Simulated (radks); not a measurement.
Values are calculated unless marked as measured or tabulated.
These are the eigenvalues of the occupied orbitals of an atom or ion with whole-number occupations (hartree). Level of theory: scalar-relativistic Kohn-Sham, r2SCAN, spin-polarised, spherical densities, finite nucleus; meta-GGA in the generalised Kohn-Sham scheme; Fermi nuclear charge, rms radius of each element as measured or else 0.836 A^(1/3) + 0.57 fm (a radial shooting solver on a logarithmic mesh with Libxc functionals).

orbital  eigenvalue
1s up     -1658.862
1s down   -1658.862
2s down   -272.0759
2s up     -272.0755
2p down   -243.0491
2p up     -243.0489
3s up     -61.19984
3s down   -61.15028
3p up     -52.03648
3p down   -51.98677
3d up     -39.47387
3d down   -39.43477
4s up     -13.88963
4s down   -13.76070
4p up     -10.85182
4p down   -10.72158
4d up      -6.54083
4d down    -6.40913
5s up      -3.19820
5s down    -3.13574
5p up      -2.38909
5p down    -2.34299
4f up      -1.90451

Which element is it, and in what charge state? The configuration may be excited. Open shells, if any, are filled with parallel spins first.

Answer. Z = 61, promethium, charge +4: Pm4+ in [Xe] 4f3. The list shows which subshells hold electrons but not how many an open one holds; the 1s level, -1658.9 hartree, gives Z - s = 57.6 by -(Z - s)^2/2, which with screening and relativity narrows Z to a few neighbours, and the depths of the outer levels then fix element, charge and occupations together.
